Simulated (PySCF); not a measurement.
**Dipole response of Re⁵⁶⁺ (rhenium, charge +56)**

[Ar] 3d1, 2D determinant. Computed with PySCF 2.14 in an uncontracted even-tempered set (17 s from 14 bohr⁻², ratio 2.5; 12 p from 18 bohr⁻², ratio 2.5; 7 d from 18 bohr⁻², ratio 2.5; 4 f from 64 bohr⁻², ratio 2.7; 3 g from 96 bohr⁻², ratio 2.7), with the spin-free X2C one-electron Hamiltonian (Gaussian nucleus). Coupled (time-dependent) response in atomic units; α is the mean over directions.

| method | mean α (bohr³) | α xx, yy, zz | C₆ (like pair) | S(−4) |
| --- | --- | --- | --- | --- |
| UHF | 0.003286 | 0.003176, 0.003176, 0.003507 | 0.0001979 | 8.356e-06 |
| PBE0 | 0.003275 | 0.003165, 0.003165, 0.003493 | 0.0001971 | 8.285e-06 |

S(−4) is the Cauchy moment in α(ω) = α(0) + S(−4) ω² + …

Spin-orbit coupling is absent.

α(iu) at UHF:

```json
{"u (hartree)": "0", "α(iu) (bohr³)": "0.003286"}
{"u (hartree)": "2.00", "α(iu) (bohr³)": "0.003253"}
{"u (hartree)": "4.00", "α(iu) (bohr³)": "0.003158"}
{"u (hartree)": "8.00", "α(iu) (bohr³)": "0.002837"}
{"u (hartree)": "12.0", "α(iu) (bohr³)": "0.002443"}
{"u (hartree)": "16.0", "α(iu) (bohr³)": "0.002069"}
{"u (hartree)": "20.0", "α(iu) (bohr³)": "0.001754"}
{"u (hartree)": "30.0", "α(iu) (bohr³)": "0.001223"}
{"u (hartree)": "40.0", "α(iu) (bohr³)": "0.0009294"}
{"u (hartree)": "60.0", "α(iu) (bohr³)": "0.0006375"}
{"u (hartree)": "100", "α(iu) (bohr³)": "0.0003966"}
```

A single London oscillator, α(iu) = α/(1 + u²/ω²), gives C₆ = (3/4) ω α². Matching the computed C₆ needs ω = 4 × 0.0001979 / (3 × 0.003286²) = 24.4 hartree.

For an ion, C₆ is the dispersion term alone; charge-induced terms of lower order in 1/R come first.

The components differ because the open shell of this determinant is not spherical; for a pure term their mean is the scalar polarisability.

Spin-orbit coupling, absent here, splits the open shell strongly.
